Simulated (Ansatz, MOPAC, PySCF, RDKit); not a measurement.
Noncovalent pair: CH5N (SMILES CN) (first 7 atoms) with CH2F2 (SMILES FCF); geometry from B3LYP-D3(BJ)/def2-TZVP, rigid monomers moved along the line of their centres of mass till N2···H11 is 2.13 Å.
(charge 0, multiplicity 1):
```xyz
12

C     -0.28236    -0.60096    -0.16687
N      0.25922     0.61472     0.44706
H     -1.03064    -1.03298     0.49795
H      0.51843    -1.33387    -0.27681
H     -0.74244    -0.45189    -1.15177
H     -0.46966     1.30865     0.56600
H      0.96804     1.03220    -0.14408
F     -1.01075    -1.16495     3.02914
C      0.10263    -0.44393     3.37257
F     -0.29175     0.57821     4.18956
H      0.53341    -0.02620     2.46162
H      0.76945    -1.09760     3.93766
```

Monomers are frozen at their geometry in the pair; levels with a basis set take the counterpoise correction. Rows marked so take none.

Rows in 3-21G, 6-31G* carry no dispersion term and start afresh at each structure (6-31G* with six Cartesian d functions). MP2/6-31G* freezes PySCF's default core. The state that PM7 reach isn't checked; PM7 holds dispersion and hydrogen-bond terms.

Run with Ansatz (a quantum-chemistry and plane-wave program); MOPAC for PM7 (differences of heats of formation); PySCF for 3-21G rows, 6-31G* rows, the dispersion terms; RDKit for the force fields. Each number belongs to the level named beside it.

```tsv
level	interaction energy (kJ/mol)
MMFF94	8.7
PM7	-11.5
HF/aug-cc-pVDZ	0.0
PBE-D4/def2-TZVPPD	-12.9
r2SCAN-D3(BJ)/def2-TZVPPD	-11.5
r2SCAN-D4/def2-TZVPPD	-11.3
B3LYP/3-21G (no counterpoise)	-37.0
wB97M-V/def2-TZVPPD	-11.8
MP2/6-31G*	?
```

Question: What belongs in the gaps?

Answer: 
- MP2/6-31G*, interaction energy (kJ/mol): -6.3
